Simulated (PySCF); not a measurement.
NMR data sheet: C₃H₇ClO₂S

```yaml
Formula: C3H7ClO2S
SMILES: CC(C)S(=O)(=O)Cl
InChI: InChI=1S/C3H7ClO2S/c1-3(2)7(4,5)6/h3H,1-2H3
Point_group_of_the_computed_structure: Cs
Degrees_of_unsaturation: 0
Carbon_signals: 2
Proton_signals: 2
```

Atom-mapped SMILES (the numbers label the heavy atoms): `[CH3:1][CH:2]([CH3:3])[S:4](=[O:5])(=[O:6])[Cl:7]`; H(Xn) means a hydrogen on atom n.

- geometry: PBE0-D3(BJ)/def2-TZVP
- σ from GIAO-B97-2/pcSseg-2
- program: PySCF
- one conformer, in vacuum, non-relativistic Hamiltonian, one averaged value for each set of equivalent atoms

References, each an isolated molecule treated in the same way: TMS for 1H (σ = 31.64 ppm) and 13C (σ = 185.38 ppm); H2O for 17O (σ = 327.66 ppm); 33S (σ = 517.10 ppm) against CS2.

| carbon | δC, type | δH (multiplicity) | HMBC from (2–3 bonds) | span of the C tensor (ppm) |
| --- | --- | --- | --- | --- |
| C1/C3 | 19.0, CH3 | 1.46 (d) | H(C2), H(C1)/H(C3) | 32 |
| C2 | 69.8, CH | 3.20 (sept) | H(C1)/H(C3) | 70 |

Other nuclei:
```
atoms  nucleus      environment  δ (ppm)  σ (ppm)
O5/O6      17O       S=O oxygen    278.5     49.2
   S4      33S  sulfonyl sulfur      391    125.6
```

Carbon types of the structure: 1 × CH, 2 × CH3, which accounts for all hydrogens. δC 69.8: sp3 CH bonded to S. δC 19.0: methyl carbon; a saturated carbon with 1 carbon neighbour and no heteroatom attached. δH 3.20: hydrogen on an sp3 CH bonded to S. δH 1.46: hydrogen on a methyl carbon.

Shifts are as computed. Against solution values, carbons near 30 ppm lie about +3 ppm off and those near 130 ppm about +7 ppm. Of 1211 compounds with measured shifts, 218 miss one by over three times the rms of a fit or turn the order of signals round; such compounds aren't used in these exercises. Unscaled 17O shifts of doubly bonded oxygen tend to come out too high, by tens of ppm or more. Experimental scales use liquid or dissolved standards, which lie at an offset from isolated H2O (liquid H2O: subtract about 36 ppm). Multiplicities follow the n + 1 count of equivalent neighbours, as no J values were calculated; m marks all less simple cases, F and P coupling included.
